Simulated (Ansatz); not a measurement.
Ideal-gas functions of GeH3OS (`[OH][GeH2][S]`) radical at 400 K and 1 bar, from an Ansatz frequency run at PBE0-D4/def2-TZVP.

Molar mass 123.7 g/mol, point group C1 (symmetry number 1), electronic degeneracy 2, moments of inertia 37.793, 148.618, 179.028 u Å². Harmonic wavenumbers (cm⁻¹, unscaled): 155, 231, 403, 419, 623, 708, 765, 834, 942, 2128, 2189, 3889.

Use S(trans) = R[1.5 ln M + 2.5 ln T − 1.1517]; rotational temperatures θ = 24.2544 K / I; S(rot) = R[ln(√π/σ · √(T³/θAθBθC)) + 1.5]; for each mode x = 1.438777 ν̃/T, S = R[x/(eˣ − 1) − ln(1 − e⁻ˣ)] and H = RT x/(eˣ − 1); 1 cm⁻¹ = 0.0119627 kJ/mol; R = 8.31446 J/(mol·K).

By hand: the entropy, in J/(mol·K).

Translation 175.1. Rotation: θ = 0.6418, 0.1632, 0.1355 K, giving 109.6. Vibration, mode by mode: 13.28, 10.09, 5.92, 5.65, 3.15, 2.48, 2.11, 1.73, 1.27, 0.03, 0.03, 0.00, in all 45.7. Electronic 5.8. Sum 336.2 J/(mol·K).

By hand: H − E and G − E in kJ/mol, counted from the electronic energy.

Zero-point energy ½ × 13286 × 0.0119627 = 79.5; thermal vibration 10.7; translation, rotation and pV give 4 RT = 13.3. H − E = 103.5 kJ/mol, and G − E = 103.5 − 400 × 336.2/1000 = -31.0 kJ/mol.

Vibration gives 14 % of the entropy. The sum counts one conformer and one mirror image; others add a mixing term.
